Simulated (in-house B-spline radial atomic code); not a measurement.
**Binding energies in S⁴⁺**

NIST's tabulated ground configuration is [Ne] 3s2; each binding energy is the energy of the ion with one electron taken from that subshell, relaxed, less that of the parent. All numbers are computed (Dirac-Hartree-Fock, average of configuration; Fermi nucleus of rms radius 3.2611 fm) with a radial B-spline atomic code at the basis-set limit, not measured. Energies include first-order Breit, QED and recoil terms.

```tsv
subshell	X-ray name	binding energy (eV)	-ε (eV)	relaxation (eV)
1s	K	2548.7	2574.2	23.3
2s	L1	302.1	306.0	3.8
2p1/2	L2	237.2	242.1	4.7
2p3/2	L3	236	240.7	4.7
3s	M1	70.79	71.00	0.19
```

Relaxation = -ε minus the binding energy without Breit, QED and recoil terms.

Emission lines follow as differences of binding energies, with λ = 12398.42 eV·Å / E:

```json
{"line": "K-L3", "holes": "1s → 2p3/2", "energy (eV)": "2312.7", "wavelength (Å)": "5.361"}
{"line": "K-L2", "holes": "1s → 2p1/2", "energy (eV)": "2311.5", "wavelength (Å)": "5.3638"}
{"line": "L3-M1", "holes": "2p3/2 → 3s", "energy (eV)": "165.2", "wavelength (Å)": "75.046"}
```

(1) What screening constant σ does Moseley's law, E = (3/4)·13.6057 eV·(Z - σ)², need for K-L3?

(2) What does it cost to remove two 2p3/2 electrons?

(3) What does it cost to remove two 1s electrons?

(4) What does it cost to remove two 2p1/2 electrons?

Answers

(1) σ = 0.95.

(2) 519.81 eV, which is 47.81 eV more than the two single binding energies together.

(3) 5322.4 eV, which is 225.1 eV more than the two single binding energies together.

(4) 524.39 eV, which is 49.93 eV more than the two single binding energies together.
